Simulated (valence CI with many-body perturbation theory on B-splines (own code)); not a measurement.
Energy levels of Se27+

Computed by valence CI with perturbative core correlation (CI+MBPT): five valence electrons over a frozen Dirac-Fock core [He], a basis of 9 s, 9 p, 8 d, 6 f, 3 g, 1 h functions for each j, with the one-electron correlation potential Σ1 (screened to all orders), the two-electron term Σ2, the three-electron term Σ3, Breit, model QED; selected single and double excitations, second order for the rest (own B-spline code, finite nucleus).

The last digits are not significant, and no measured levels were compared; by estimate large intervals hold to a few tenths of a per cent, small ones and those within an open d or f shell to about a per cent. Among the levels kept, up to 1500 cm⁻¹ of a level comes from second order outside the variational space, and about a tenth of that is noise between levels of different J, which matters for small intervals.

Levels 46 to 86 of 86, with energies above the lowest level, (2s^2 2p1/2^2 2p3/2) J=3/2. "Leading %" is the weight of the configuration and term that name the level; weights of strongly mixed levels are sums over their largest components and can fall short. In the jj column 3d3/2^4 stands for four electrons in 3d with j = 3/2. Lifetimes count E1, E2, E3, M1 and M2 decay at the calculated energies, and are blank where another channel may lead or the interval is too uncertain; long ones can be off by a factor of two.

| No. | Configuration | Term | J | E (eV) | Leading % | Second component | Leading jj | Lifetime |
| --- | --- | --- | --- | --- | --- | --- | --- | --- |
| 46 | 2s²2p²3d | ²F | 7/2 | 1789.0 | 41 | 22 % 2s²2p²3d ⁴D | 2s^2 2p1/2 2p3/2 3d3/2 (72 %) | 5.80 ps |
| 47 | 2s²2p²3d | ²F | 5/2 | 1789.5 | 44 | 38 % 2s²2p²3d ⁴P | 2s^2 2p1/2 2p3/2 3d5/2 (85 %) | 24.3 fs |
| 48 | 2s²2p²3d | ⁴D | 3/2 | 1789.6 | 44 | 25 % 2s²2p²3d ²P | 2s^2 2p1/2 2p3/2 3d5/2 (85 %) | 38.7 fs |
| 49 | 2s²2p²3p | ²D° | 5/2 | 1790.2 | 52 | 24 % 2s²2p²3p ⁴P° | 2s^2 2p3/2^2 3p3/2 (91 %) | 12.1 ps |
| 50 | 2s²2p²3p | ²F° | 7/2 | 1791.6 | 56 | 41 % 2s²2p²3p ⁴D° | 2s^2 2p3/2^2 3p3/2 (91 %) | 12.8 ps |
| 51 | 2s²2p²3p | ²P° | 1/2 | 1791.8 | 71 | 19 % 2s²2p²3p ²S° | 2s^2 2p3/2^2 3p3/2 (82 %) | 2.67 ps |
| 52 | 2s²2p²3d | ⁴F | 9/2 | 1792.6 | 59 | 41 % 2s²2p²3d ²G | 2s^2 2p1/2 2p3/2 3d5/2 (92 %) | 219 ps |
| 53 | 2s2p³3s | ⁴S° | 3/2 | 1793.8 | 61 | 13 % 2s2p³3s ²P° | 2s 2p1/2^2 2p3/2 3s (60 %) | 125 fs |
| 54 | 2s²2p²3d | ⁴D | 5/2 | 1796.8 | 39 | 32 % 2s²2p²3d ²D | 2s^2 2p1/2 2p3/2 3d3/2 (50 %) | 19.6 fs |
| 55 | 2s²2p²3d | ⁴P | 3/2 | 1798.6 | 50 | 23 % 2s²2p²3d ²P | 2s^2 2p1/2 2p3/2 3d3/2 (80 %) | 14.2 fs |
| 56 | 2s²2p²3d | ⁴P | 1/2 | 1800.4 | 59 | 25 % 2s²2p²3d ²S | 2s^2 2p1/2 2p3/2 3d3/2 (83 %) | 14.1 fs |
| 57 | 2s²2p²3d | ²D | 5/2 | 1804.1 | 61 | 30 % 2s²2p²3d ²F | 2s^2 2p1/2 2p3/2 3d5/2 (60 %) | 11.7 fs |
| 58 | 2s²2p²3d | ²F | 7/2 | 1804.6 | 45 | 37 % 2s²2p²3d ²G | 2s^2 2p1/2 2p3/2 3d5/2 (73 %) | 17.9 fs |
| 59 | 2s²2p²3d | ²P | 1/2 | 1805.4 | 79 | 11 % 2s²2p²3d ²S | 2s^2 2p1/2 2p3/2 3d5/2 (78 %) | 19.0 fs |
| 60 | 2s²2p²3d | ²D | 3/2 | 1805.7 | 75 | 15 % 2s²2p²3d ²P | 2s^2 2p1/2 2p3/2 3d5/2 (89 %) | 21.3 fs |
| 61 | 2s²2p²3p | ²P° | 1/2 | 1809.6 | 88 | 6 % 2s²2p²3p ⁴D° | 2s^2 2p3/2^2 3p1/2 (89 %) | 5.09 ps |
| 62 | 2s²2p²3p | ²P° | 3/2 | 1809.8 | 66 | 12 % 2s²2p²3p ²D° | 2s^2 2p3/2^2 3p3/2 (88 %) | 1.20 ps |
| 63 | 2s2p³3p | ⁶P | 3/2 | 1815.2 | 74 | 14 % 2s2p³3p ⁴P | 2s 2p1/2^2 2p3/2 3p1/2 (61 %) | 1.08 ps |
| 64 | 2s2p³3p | ⁶P | 5/2 | 1816.7 | 62 | 24 % 2s2p³3p ⁴P | 2s 2p1/2^2 2p3/2 3p1/2 (56 %) | 310 fs |
| 65 | 2s²2p²3p | ²P° | 3/2 | 1818.7 | 69 | 16 % 2s²2p²3p ²D° | 2s^2 2p3/2^2 3p3/2 (92 %) | 3.53 ps |
| 66 | 2s2p³3s | ⁴D° | 1/2 | 1823.1 | 66 | 19 % 2s2p³3s ²P° | 2s 2p1/2^2 2p3/2 3s (75 %) | 162 fs |
| 67 | 2s2p³3s | ⁴D° | 3/2 | 1825.1 | 48 | 20 % 2s2p³3s ⁴P° | 2s 2p1/2^2 2p3/2 3s (66 %) | 217 fs |
| 68 | 2s2p³3p | ⁶P | 7/2 | 1826.4 | 81 | 15 % 2s2p³3p ⁴D | 2s 2p1/2^2 2p3/2 3p3/2 (61 %) | 3.37 ps |
| 69 | 2s2p³3s | ⁴D° | 5/2 | 1830.4 | 61 | 19 % 2s2p³3s ⁴P° | 2s 2p1/2 2p3/2^2 3s (70 %) | 199 fs |
| 70 | 2s2p³3p | ⁴P | 3/2 | 1834.2 | 67 | 12 % 2s2p³3p ²P | 2s 2p1/2^2 2p3/2 3p3/2 (68 %) | 61.6 fs |
| 71 | 2s²2p²3d | ²F | 7/2 | 1834.7 | 54 | 31 % 2s²2p²3d ⁴D | 2s^2 2p3/2^2 3d5/2 (94 %) | 539 fs |
| 72 | 2s²2p²3d | ²G | 9/2 | 1837.1 | 58 | 40 % 2s²2p²3d ⁴F | 2s^2 2p3/2^2 3d5/2 (92 %) | 210 ps |
| 73 | 2s2p³3p | ⁴P | 5/2 | 1837.3 | 59 | 22 % 2s2p³3p ⁶P | 2s 2p1/2^2 2p3/2 3p3/2 (47 %) | 71.8 fs |
| 74 | 2s²2p²3d | ²P | 1/2 | 1838.1 | 40 | 37 % 2s2p³3p ⁴P | 2s 2p1/2^2 2p3/2 3p3/2 (30 %) | 34.7 fs |
| 75 | 2s²2p²3d | ²D | 3/2 | 1838.7 | 52 | 15 % 2s²2p²3d ⁴P | 2s^2 2p3/2^2 3d3/2 (89 %) | 19.6 fs |
| 76 | 2s²2p²3d | ²D | 5/2 | 1839.0 | 37 | 19 % 2s²2p²3d ²F | 2s^2 2p3/2^2 3d3/2 (74 %) | 17.4 fs |
| 77 | 2s2p³3p | ⁴P | 1/2 | 1839.8 | 39 | 39 % 2s²2p²3d ²P | 2s 2p1/2^2 2p3/2 3p3/2 (30 %) | 59.9 fs |
| 78 | 2s2p³3s | ²D° | 3/2 | 1840.1 | 51 | 16 % 2s2p³3s ²P° | 2s 2p1/2 2p3/2^2 3s (66 %) | 149 fs |
| 79 | 2s²2p²3d | ²F | 7/2 | 1842.8 | 52 | 32 % 2s²2p²3d ²G | 2s^2 2p3/2^2 3d3/2 (91 %) | 14.6 fs |
| 80 | 2s2p³3s | ⁴D° | 7/2 | 1842.9 | 97 |  | 2s 2p1/2 2p3/2^2 3s (97 %) | 164 fs |
| 81 | 2s²2p²3d | ²S | 1/2 | 1847.4 | 59 | 28 % 2s²2p²3d ⁴P | 2s^2 2p3/2^2 3d3/2 (46 %) | 17.6 fs |
| 82 | 2s²2p²3d | ²P | 3/2 | 1850.4 | 64 | 13 % 2s²2p²3d ⁴P | 2s^2 2p3/2^2 3d5/2 (82 %) | 16.0 fs |
| 83 | 2s²2p²3d | ²D | 5/2 | 1852.1 | 63 | 27 % 2s²2p²3d ²F | 2s^2 2p3/2^2 3d5/2 (83 %) | 17.4 fs |
| 84 | 2s2p³3s | ²D° | 5/2 | 1852.7 | 78 | 16 % 2s2p³3s ⁴D° | 2s 2p1/2 2p3/2^2 3s (94 %) | 127 fs |
| 85 | 2s2p³3p | ⁴D | 1/2 | 1858.4 | 50 | 27 % 2s2p³3p ²P | 2s 2p1/2^2 2p3/2 3p1/2 (73 %) | 131 fs |
| 86 | 2s2p³3p | ⁴F | 3/2 | 1859.6 | 46 | 16 % 2s2p³3p ²D | 2s 2p1/2^2 2p3/2 3p1/2 (75 %) | 105 fs |
